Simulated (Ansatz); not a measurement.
`C1[SiH2]S1` + `C=N/C(F)=C/[SiH3]` → `[SiH3][SiH]1CS1` + `C=NC(=C)F`  (formal exchange of groups at the Si–H bond)

Isolated molecules relaxed with PBE0-D4/def2-TZVP in Ansatz; ΔE leaves out vibrations. CCSD(T)/CBS is the MP2 limit (def2-TZVPP, def2-QZVPP) plus CCSD(T) − MP2 in def2-TZVPP, frozen cores. DFT in def2-TZVPP. B3LYP here is the variant with VWN-RPA as its local correlation; programs differ in this. One conformer a species, not always the lowest.

```
             level  ΔE (kJ/mol)  difference from CCSD(T)/CBS
            PBE-D4        -16.1                        -11.5
         r2SCAN-D4         -7.2                         -2.6
           PBE0-D4        -13.4                         -8.8
          B3LYP-D4         -6.2                         -1.6
           ωB97M-V          0.5                          5.1
               PBE        -15.3                        -10.7
              PBE0        -12.4                         -7.8
             B3LYP         -4.7                         -0.1
     HF/def2-TZVPP          4.3                          8.9
SCS-MP2/def2-TZVPP          2.8                          7.4
   CCSD/def2-TZVPP         -2.9                          1.7
CCSD(T)/def2-TZVPP         -3.8                          0.8
     HF/def2-QZVPP          4.9                          9.5
SCS-MP2/def2-QZVPP          2.5                          7.1
      HF/CBS(def2)          5.0                          9.6
    CCSD/CBS(def2)         -3.7                          0.9
       CCSD(T)/CBS         -4.6                            0
```

Largest T1 diagnostic among the species: 0.014.
